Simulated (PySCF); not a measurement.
**Correlation energy of Ba⁺ (barium, charge +1)**

[Xe] 6s1, 2S determinant. Calculation: PySCF 2.14, in def2-QZVPPD with the def2 core potential (46 electrons) (7s5p3d2f1g, 60 functions); a scalar-relativistic core potential. Frozen: nothing; 9 electrons correlated.

| level | correlation energy (mhartree) |
| --- | --- |
| CCSD | -181.05 |
| (T) | -5.33 |
| CCSD(T) | -186.38 |

Diagnostics: T1 = 0.011, D1 = 0.0440, largest double amplitude 0.021.

Cost of the coupled-cluster step: roughly 12 core-seconds, for 9 correlated electrons.

The basis has no tight functions for the innermost shells, so their pair energies are far from complete.

This basis was not built for core-valence correlation, so the inner-shell part is incomplete.
